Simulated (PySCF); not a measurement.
Gas-phase reaction: 3 Ge2H6 = 2 Ge3H8 + 2 H

Energies from PySCF, thermal terms from the rigid-rotor harmonic-oscillator model, ideal gas at 1 bar. † marks an energy on the PBE0/def2-TZVP geometry and frequencies. CCSD(T) freezes the core. Open shells (unrestricted): H (multiplicity 2); the rest are closed-shell singlets. Ge: all electrons, no relativistic terms. CCSD(T) isn't extrapolated to the basis-set limit. The harmonic model lacks anharmonicity and excited electronic states, which grow with temperature; levels with a mode under 35 cm⁻¹ are left out. Internal rotation in Ge2H6, Ge3H8 is treated as a harmonic vibration of one conformer, which makes the entropy rough.

ΔH° and ΔS° at 298 K: BLYP/def2-TZVP† 420 kJ, 103 J/K; CCSD(T)/def2-SVP† 400 kJ, 103 J/K; HF/def2-TZVP† 331 kJ, 103 J/K; M06-2X/def2-TZVP† 400 kJ, 103 J/K.

Task: With the heat capacities included, give log10 K (1 bar) at 600, 800, 1200, 1400, 2000 K from BLYP/def2-TZVP†, CCSD(T)/def2-SVP†, HF/def2-TZVP†, M06-2X/def2-TZVP†.

Result: 
```json
[
 {"T (K)": "600", "BLYP/def2-TZVP†": "-30.8", "CCSD(T)/def2-SVP†": "-29.1", "HF/def2-TZVP†": "-23.1", "M06-2X/def2-TZVP†": "-29.1"},
 {"T (K)": "800", "BLYP/def2-TZVP†": "-21.4", "CCSD(T)/def2-SVP†": "-20.1", "HF/def2-TZVP†": "-15.6", "M06-2X/def2-TZVP†": "-20.1"},
 {"T (K)": "1200", "BLYP/def2-TZVP†": "-11.8", "CCSD(T)/def2-SVP†": "-11.0", "HF/def2-TZVP†": "-8.0", "M06-2X/def2-TZVP†": "-11.0"},
 {"T (K)": "1400", "BLYP/def2-TZVP†": "-9.1", "CCSD(T)/def2-SVP†": "-8.3", "HF/def2-TZVP†": "-5.8", "M06-2X/def2-TZVP†": "-8.3"},
 {"T (K)": "2000", "BLYP/def2-TZVP†": "-4.0", "CCSD(T)/def2-SVP†": "-3.5", "HF/def2-TZVP†": "-1.7", "M06-2X/def2-TZVP†": "-3.5"}
]
```
